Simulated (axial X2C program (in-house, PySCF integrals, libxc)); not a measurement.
GeN⁺: from Re and ωe to a spectrum

A bond curve at the PBE0 level, two-component, was computed with an axial X2C code built on PySCF integrals (basis Ge dyall-cv3z [9s9p7d4f1g], N dyall-av3z [7s7p3d2f] (cores contracted in-house)) for the state Ω = 1 (⟨Sz⟩ = 1.00, ⟨Lz⟩ = 0.00 at PBE0). Its fit gives Re = 1.8993 Å, ωe = 643.9 cm⁻¹, ωexe = 3.43 cm⁻¹ and αe = 3.033e-03 cm⁻¹; the masses are 73.9212 and 14.0031 u. Two-component means X2C with spin–orbit coupling and atomic mean-field Coulomb and Gaunt terms.

(1) Find the reduced mass, Be and the force constant.

(2) Where do the fundamental and the first overtone lie?

(3) Estimate the centrifugal constant by the Kratzer relation.

(4) A Morse curve ties αe to the other constants (Pekeris). How well does that hold?

Occupations by symmetry block were frozen at the best pattern of an incomplete PBE0 search. Density functionals use the spin component along the axis (collinear). With several unpaired electrons one determinant need not be a pure state. Open-shell Ω = 0 determinants with evenly filled partner blocks cannot be reached by this program, so the Ω shown need not be the lowest component. This is the Ω = 1 component of a π² triplet; the 0⁺ component is not one determinant and can lie lowest.

Answers

(1) From the PBE0 values: μ = 11.7729 u. Be = 16.8576/(μ Re²) = 0.3969 cm⁻¹. k = 5.8918×10⁻⁷ μ ωe² = 2.88 mdyn/Å.

(2) ν(1←0) = ωe − 2ωexe = 637.0 cm⁻¹; ν(2←0) = 2ωe − 6ωexe = 1267.2 cm⁻¹.

(3) D = 4Be³/ωe² = 6.03e-07 cm⁻¹.

(4) αe(Morse) = 6Be²/ωe × (√(ωexe/Be) − 1) = 2.848e-03 cm⁻¹; the PBE0 curve gives 3.033e-03 cm⁻¹, a ratio of 0.94.
